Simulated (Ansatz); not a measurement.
Start from `CC(O)[SiH3]` and change one element to get `CC([SiH3])[TeH]`.

Ansatz, PBE0-D4/def2-TZVP geometries, multiplicity 1. Each molecule was computed in one conformer, which needn't be the lowest.

Elements past krypton have def2 core potentials.

| property | `CC(O)[SiH3]` |
| --- | --- |
| HOMO–LUMO gap (PBE/def2-TZVPP) / eV | 6.12 |
| HOMO–LUMO gap (ωB97M-V/def2-TZVPP) / eV | 12.47 |
| size of the dipole moment (ωB97M-V/def2-TZVPP) / D | 1.96 |
| HOMO energy (B3LYP/def2-TZVPP) / eV | -7.74 |
| LUMO energy (B3LYP/def2-TZVPP) / eV | 0.30 |
| HOMO–LUMO gap (B3LYP/def2-TZVPP) / eV | 8.04 |

Question: Give the same properties after the change, and the shifts. (An estimate is asked.)

Answer: Ansatz gave: 
```
                                          property  `CC([SiH3])[TeH]`  shift
               HOMO–LUMO gap (PBE/def2-TZVPP) / eV               3.42  -2.70
           HOMO–LUMO gap (ωB97M-V/def2-TZVPP) / eV               9.18  -3.29
size of the dipole moment (ωB97M-V/def2-TZVPP) / D               1.04  -0.92
               HOMO energy (B3LYP/def2-TZVPP) / eV              -5.94   1.80
               LUMO energy (B3LYP/def2-TZVPP) / eV              -1.09  -1.39
             HOMO–LUMO gap (B3LYP/def2-TZVPP) / eV               4.85  -3.19
```

With PBE0 the HOMO rises by 1.82 eV and the LUMO falls by 1.48 eV, so the gap narrows by about 3.30 eV. PBE moves the HOMO by 1.23 eV and ωB97M-V by 2.09 eV. Dipoles are sizes alone; their direction can turn.

B3LYP here is the variant with VWN-RPA as its local correlation; programs differ in this.

Spin–orbit coupling is left out; it splits and shifts lone-pair levels of the heavy atoms by tenths of an eV.
